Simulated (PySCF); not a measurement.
Mn (manganese, neutral) across methods

[Ar] 3d4 4s2 4p1, one real determinant (an excited configuration). All numbers are calculated (PySCF 2.14, the spin-free X2C one-electron Hamiltonian (Gaussian nucleus), in x2c-QZVPPall (11s7p5d4f2g, 103 functions)).

| method | E (hartree) | mean ε 4s α (eV) | mean ε 4s β (eV) | mean ε 4p α (eV) | Σ⟨r²⟩ (bohr²) | ⟨S²⟩ |
| --- | --- | --- | --- | --- | --- | --- |
| r2SCAN | -1158.219 | -7.853 | -6.239 | -3.305 | 48.30 | 8.769 |
| PBE0 | -1158.043 | -8.538 | -6.934 | -3.834 | 48.38 | 8.760 |
| PBE | -1158.012 | -7.585 | -6.201 | -3.070 | 48.51 | 8.757 |
| r2SCANh | -1158.214 | -8.205 | -6.532 | -3.578 | 48.33 | 8.769 |
| LDA | -1155.813 | -7.763 | -6.405 | -3.066 | 48.19 | 8.756 |
| UHF | -1157.12194 | -10.740 | -8.198 | -5.463 | 50.12 | 8.839 |
| wB97X | -1158.274 | -10.704 | -9.252 | -5.587 | 47.97 | 8.760 |

⟨L²⟩ = 8.04 against 12 for a pure F term, so this real determinant mixes terms.
